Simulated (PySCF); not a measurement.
C3H8O2Si, SMILES C[C@H]1OC[Si@@H]1O. Atoms are numbered in the order given.

```xyz
14

C      2.1609     0.6174     0.6261
C      0.9845     0.2903    -0.2708
O      0.9333    -1.1335    -0.5692
C     -0.4777    -1.4416    -0.6188
Si    -0.8014     0.1405     0.3877
O     -2.0182     1.2219     0.0292
H      2.2042     1.7010     0.8219
H      2.0863     0.0915     1.5909
H      3.1095     0.3178     0.1506
H      1.0594     0.8687    -1.2161
H     -0.8630    -1.4435    -1.6588
H     -0.6735    -2.4338    -0.1806
H     -0.8948    -0.0517     1.8583
H     -2.1350     1.4781    -0.8932
```

The structure is a stationary point at B3LYP-D3(BJ)/def2-SVP. The structure was generated by enumeration; whether it is a known compound was not checked. Other conformers were not sampled.

Computed with SMD-ωB97X/def2-SVP in PySCF.

Solvation free energies are E(SMD) − E(gas) at the gas-phase geometry, for 1 M in both phases. In vacuum the dipole moment is 1.74 D.

Q: Estimate the solvation free energies in water, dimethylsulfoxide, chloroform. (An estimate is asked for; the answer gives what the named calculation found.)

A: 
```tsv
solvent	ΔG(solv) (kcal/mol)	its non-electrostatic (CDS) part	dipole (D)
water	-6.3	3.5	2.42
dimethylsulfoxide	-5.2	-0.5	2.20
chloroform	-5.3	-0.8	2.10
```
